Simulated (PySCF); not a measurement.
Parent: `[F:1][CH:2]=[C:3]=[CH:4][F:5]`, C3H2F2.

Computed with PBE0-D3(BJ)/def2-TZVP geometry optimisation, gas phase (PySCF). One conformer each, not checked by frequencies here.

```tsv
coordinate of the parent	value
F1–C2	1.337 Å
C2=C3	1.298 Å
C3=C4	1.298 Å
C4–F5	1.337 Å
F1–C2–C3	123.0°
C2–C3–C4	175.5°
C3–C4–F5	122.9°
```

Task: How does the shared frame change in `[F:1][CH:2]=[C:3]=[C:4]([F:5])[SiH3:6]`, C3H4F2Si? Atoms pair as F1 = F1, C2 = C2, C3 = C3, C4 = C4, F5 = F5 (parent first).

Result: 
| parent | relative | value in the relative | change |
| --- | --- | --- | --- |
| F1–C2 | F1–C2 | 1.337 Å | 0.000 |
| C2=C3 | C2=C3 | 1.299 Å | +0.001 |
| C3=C4 | C3=C4 | 1.302 Å | +0.004 |
| C4–F5 | C4–F5 | 1.354 Å | +0.017 |
| F1–C2–C3 | F1–C2–C3 | 122.7° | -0.3 |
| C2–C3–C4 | C2–C3–C4 | 174.6° | -0.9 |
| C3–C4–F5 | C3–C4–F5 | 120.4° | -2.5 |

Of the parent's bonds, C4–F5 changes most (+0.017 Å). Bonds of the relative outside the shared frame: C4–Si6 1.881 Å. Point group C2 → C1.

Task: How does the shared frame change in `[O:1]=[CH:2][C:3]([F:4])=[C:5]=[CH:6][F:7]` with O1–C2–C3–F4 178°, C4H2F2O? Atoms pair as F1 = F4, C2 = C3, C3 = C5, C4 = C6, F5 = F7 (parent first).

Result: 
```tsv
parent	relative	value in the relative	change
F1–C2	F4–C3	1.340 Å	+0.003
C2=C3	C3=C5	1.303 Å	+0.005
C3=C4	C5=C6	1.298 Å	0.000
C4–F5	C6–F7	1.330 Å	-0.007
F1–C2–C3	F4–C3–C5	122.3°	-0.7
C2–C3–C4	C3–C5–C6	173.9°	-1.6
C3–C4–F5	C5–C6–F7	123.0°	+0.1
```

Of the parent's bonds, C4–F5 changes most (-0.007 Å). Bonds of the relative outside the shared frame: O1=C2 1.197, C2–C3 1.489 Å. Point group C2 → C1.

Task: How does the shared frame change in `[CH3:1][C:2]([F:3])=[C:4]=[CH:5][F:6]`, C4H4F2? Atoms pair as F1 = F3, C2 = C2, C3 = C4, C4 = C5, F5 = F6 (parent first).

Result: 
```
  parent  relative  value in the relative  change
   F1–C2     F3–C2                1.346 Å  +0.009
   C2=C3     C2=C4                1.302 Å  +0.004
   C3=C4     C4=C5                1.296 Å  -0.002
   C4–F5     C5–F6                1.341 Å  +0.004
F1–C2–C3  F3–C2–C4                 119.9°    -3.1
C2–C3–C4  C2–C4–C5                 176.6°    +1.1
C3–C4–F5  C4–C5–F6                 122.9°     0.0
```

Of the parent's bonds, F1–C2 changes most (+0.009 Å). Bonds of the relative outside the shared frame: C1–C2 1.482 Å. Point group C2 → C1.
